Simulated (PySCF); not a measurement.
## Excitation energy of P by level of theory

P [Ne] 3s2 3p3 (4S) → P [Ne] 3s2 3p2 4s1 (4P), as a difference of total energies. Computed with PySCF 2.14 in x2c-QZVPPall with one added diffuse shell each of s, p, d, f type (10s7p5d3f1g, 86 functions), with scalar relativity by spin-free X2C-1e. Correlated levels: valence: [Ne] frozen. The calculations carry no spin-orbit coupling.

| method | excitation energy (cm⁻¹) | error (cm⁻¹) |
| --- | --- | --- |
| UHF | 54981 | -1209 |
| MP2 (valence) | 57780 | +1590 |
| SCS-MP2 (valence) | 57013 | +823 |
| CCSD (valence) | 57059 | +869 |
| CCSD(T) (valence) | 57234 | +1045 |

Reference: 56190 cm⁻¹ (measured; NIST levels, between the centres of gravity of the two terms).

Errors of the correlated levels include the incompleteness of this basis and the frozen core.

The promoted electron is Rydberg-like, and one or two diffuse shells describe it only roughly, which tends to raise the upper state.
